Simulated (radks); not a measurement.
Results of a calculation; reference values are marked as such.
Spin polarisation of the 4p5 shell in the strontium ion Sr3+. Start: [Ar] 3d10 4s2 4p(up 2.5, down 2.5); electrons of 4p are moved from spin down to spin up, other shells keep equal spins. Code: a radial shooting solver on a logarithmic mesh with Libxc functionals. Model: non-relativistic Kohn-Sham, PBE, spin-polarised, spherical densities, point nucleus.

[
 {"moment (Bohr magnetons)": "0", "E - E(0) (eV)": "0.000", "e(4p up) (eV)": "-50.039", "e(4p down) (eV)": "-50.039", "4s down minus up (eV)": "0.000", "3d down minus up (eV)": "0.000", "3p down minus up (eV)": "0.000"},
 {"moment (Bohr magnetons)": "0.25", "E - E(0) (eV)": "-0.017", "e(4p up) (eV)": "-50.172", "e(4p down) (eV)": "-49.903", "4s down minus up (eV)": "0.275", "3d down minus up (eV)": "0.044", "3p down minus up (eV)": "0.039"},
 {"moment (Bohr magnetons)": "0.5", "E - E(0) (eV)": "-0.067", "e(4p up) (eV)": "-50.300", "e(4p down) (eV)": "-49.762", "4s down minus up (eV)": "0.551", "3d down minus up (eV)": "0.087", "3p down minus up (eV)": "0.078"},
 {"moment (Bohr magnetons)": "0.75", "E - E(0) (eV)": "-0.151", "e(4p up) (eV)": "-50.424", "e(4p down) (eV)": "-49.616", "4s down minus up (eV)": "0.827", "3d down minus up (eV)": "0.131", "3p down minus up (eV)": "0.117"},
 {"moment (Bohr magnetons)": "1", "E - E(0) (eV)": "-0.269", "e(4p up) (eV)": "-50.545", "e(4p down) (eV)": "-49.466", "4s down minus up (eV)": "1.104", "3d down minus up (eV)": "0.175", "3p down minus up (eV)": "0.156"}
]

At moment 1 the spin-polarisation energy is -0.269 eV and the 4p exchange splitting 1.079 eV, that is 1.079 eV per Bohr magneton; E = -I m^2/4 would give I = 1.077 eV.
